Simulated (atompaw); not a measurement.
## sulfur (S): one change to a PAW (atompaw) potential, before and after

```
Element                 : S
Generator               : atompaw 4.2.0.5
Type                    : PAW
Functional              : LDA (PW92)
Relativity              : non-relativistic
Frozen core             : [Ne]
Valence charge          : 6
Reference configuration : 3s2 3p4
Partial waves           : 3s (bound): rc 1.65 bohr; 3s channel at -0.7 Ry: rc 1.65 bohr; 3p (bound): rc 1.65 bohr; 3p channel at 0.2 Ry: rc 1.65 bohr
Local potential         : ultrasoft scheme with l = 2 at 1 Ry, radius 1.65 bohr
Core correction         : smooth core density matched at 1.35 bohr
Augmentation charge     : gaussian compensation charge, radius 1.40 bohr; PAW radius 1.65 bohr; waves and projectors: custom rrkj vanderbiltortho
```

All-electron outer shells of the reference configuration (LDA (PW92), non-relativistic, ld1.x):

```
shell  level (eV)  outermost node (bohr)  outermost maximum (bohr)
   2p     -156.50                      –                      0.33
   3s      -17.17                   0.60                      1.40
   3p       -7.12                   0.58                      1.59
```

Change: all radii scaled by about 0.92 (s 1.52, p 1.52 bohr); local potential ultrasoft scheme with l = 2 at 1 Ry, radius 1.52 bohr; augmentation gaussian compensation charge, radius 1.28 bohr; PAW radius 1.52 bohr; waves and projectors: custom rrkj vanderbiltortho; core correction smooth core density matched at 1.24 bohr.

Cutoffs: the cutoffs (Ry, on a coarse ladder) from which the occupation-weighted sum of valence levels, in a spherical-Bessel basis at the reference potential, stays within 10 and 1 mRy of its value at 400 Ry; they do not see the model core or the augmentation charge, which bear on the density cutoff.

Problem. What does the change do?

Solution. The potential gets harder (18 Ry and 30 Ry → 18 Ry and 35 Ry); neither file shows a bound ghost. A smaller radius makes the pseudo-wave follow the all-electron one further in, where it bends more sharply, so more plane waves are needed.

| quantity | base | changed |
| --- | --- | --- |
| cutoff, loose | 18 Ry | 18 Ry |
| cutoff, tight | 30 Ry | 35 Ry |
| loose cutoff by channel (10 mRy a level) | s 6 Ry, p 15 Ry | s 6 Ry, p 12 Ry |
| bound ghosts | none | none |
| lowest overlap eigenvalue by channel | s 0.41, p 0.80 | s 0.42, p 0.76 |

 The cutoffs see the waves, projectors and local potential, not the compensation charge or the core.
